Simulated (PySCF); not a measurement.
# Cost of response and excited-state runs on `C1=CC[C@@H](OCF)O1`, C$_{5}$H$_{7}$FO$_{2}$

Molfile (atoms numbered from 1):
```
C5H7FO2
     RDKit          3D

 15 15  0  0  0  0  0  0  0  0999 V2000
   -3.0597   -0.6082   -0.3071 F   0  0  0  0  0  0  0  0  0  0  0  0
   -2.2348    0.2017    0.4420 C   0  0  0  0  0  0  0  0  0  0  0  0
   -0.9865   -0.3523    0.5600 O   0  0  0  0  0  0  0  0  0  0  0  0
   -0.1984   -0.3036   -0.6156 C   0  0  2  0  0  0  0  0  0  0  0  0
    1.1282   -1.0236   -0.3239 C   0  0  0  0  0  0  0  0  0  0  0  0
    2.0945    0.1255   -0.3231 C   0  0  0  0  0  0  0  0  0  0  0  0
    1.4465    1.2281   -0.6623 C   0  0  0  0  0  0  0  0  0  0  0  0
    0.1168    1.0392   -0.9333 O   0  0  0  0  0  0  0  0  0  0  0  0
   -2.6692    0.2618    1.4450 H   0  0  0  0  0  0  0  0  0  0  0  0
   -2.2246    1.1795   -0.0610 H   0  0  0  0  0  0  0  0  0  0  0  0
   -0.7679   -0.7270   -1.4538 H   0  0  0  0  0  0  0  0  0  0  0  0
    1.0609   -1.5169    0.6459 H   0  0  0  0  0  0  0  0  0  0  0  0
    1.3699   -1.7668   -1.0844 H   0  0  0  0  0  0  0  0  0  0  0  0
    3.1320    0.0308   -0.0782 H   0  0  0  0  0  0  0  0  0  0  0  0
    1.7879    2.2397   -0.7779 H   0  0  0  0  0  0  0  0  0  0  0  0
  1  2  1  0
  2  3  1  0
  3  4  1  0
  4  5  1  0
  5  6  1  0
  6  7  2  0
  7  8  1  0
  8  4  1  0
  2  9  1  0
  2 10  1  0
  4 11  1  6
  5 12  1  0
  5 13  1  0
  6 14  1  0
  7 15  1  0
M  END
```

PySCF with density fitting, on 1 thread of an Arm Neoverse V1, shared host. Command: `OMP_NUM_THREADS=1 python excited_run.py task.json out`

How long does this run take, and how much memory?
- excited states, PBE0/aug-cc-pVDZ; two-photon moments; 6 states; quadratic response for 5 states; 0 triplets; writes grids


```csv
run,level,basis functions,wall time,peak memory (GiB)
excited states,PBE0/aug-cc-pVDZ,247,62 s,0.88
```
Times from a shared host are rough.
